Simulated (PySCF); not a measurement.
Compound: C₈H₈O.
SMILES with atom numbers: `[CH3:1][c:2]1[cH:3][cH:4][cH:5][cH:6][c:7](=[O:8])[cH:9]1`

Cartesian coordinates in Å at the GFN2-xTB level; atoms count from 1:
```
atom  x, y, z in Å
C1     2.4644    0.2881    0.0805
C2     0.9678    0.1498    0.0369
C3     0.5139   -1.1863   -0.1898
C4    -0.7519   -1.6583   -0.2858
C5    -1.9762   -0.9430   -0.1831
C6    -2.1799    0.3731    0.0328
C7    -1.2354    1.4706    0.2258
O8    -1.6687    2.6040    0.4070
C9     0.2068    1.2573    0.2094
H10    2.7667    1.3164    0.2552
H11    2.8747   -0.3347    0.8749
H12    2.8980   -0.0465   -0.8615
H13    1.3094   -1.9145   -0.2997
H14   -0.8610   -2.7212   -0.4639
H15   -2.8628   -1.5570   -0.2966
H16   -3.2056    0.7213    0.0779
H17    0.7329    2.1927    0.3699
```

Probes without a nucleus sit at each ring's centroid and 1 Å off its mean plane on both sides; NICS is minus the shielding there, NICSzz its component along the normal. Level: GIAO PBE0/pcSseg-1 (PySCF, non-relativistic, gas phase) on the GFN2-xTB geometry, one conformer.

Ring bond lengths (Å), with Mayer bond orders in brackets: C2–C3 1.429 (1.18), C3–C4 1.354 (1.70), C4–C5 1.422 (1.22), C5–C6 1.349 (1.67), C6–C7 1.461 (1.12), C7–C9 1.458 (1.13), C9–C2 1.355 (1.57).

Q: Give the NICS values of each ring in ppm.

A: 
```json
{"ring": "C2–C3–C4–C5–C6–C7–C9", "type": "7-membered carbocycle; bonds drawn aromatic by RDKit's count", "NICS(0)": "1.8", "NICS(1), two faces": "-2.6 / -2.6", "NICS(1)zz, two faces": "-4.7 / -4.7", "rms pucker (Å)": "0.00", "centre to ring atoms, mean (Å)": "1.62"}
```

Q: What do they say, and how far can they be read as aromaticity?

A: 
- C2–C3–C4–C5–C6–C7–C9: mean NICS(1)zz -4.7 ppm, shielded. That is too small in size for a clear verdict by the NICS criterion.

Q: How equal are the bonds by HOMA? HOMA = 1 − mean of α(R − Ropt)² over the ring bonds, with Krygowski's 1993 parameters (CC: Ropt 1.388 Å, α 257.7 Å⁻²).

A: 
- C2–C3–C4–C5–C6–C7–C9: HOMA 0.38 = 1 − EN − GEO, with mean bond length 1.404 Å, EN = α(Ropt − mean)² = 0.066 and GEO = α × variance = 0.551.

Q: List the ring angles and the Hirshfeld charges of the ring atoms.

A: 
- C2–C3–C4–C5–C6–C7–C9: C2 127.3° (+0.027 e), C3 129.3° (-0.033 e), C4 128.6° (-0.032 e), C5 129.2° (-0.029 e), C6 131.0° (-0.034 e), C7 121.9° (+0.117 e), C9 132.6° (-0.046 e); sum 900.0° against 900° for a flat convex ring.
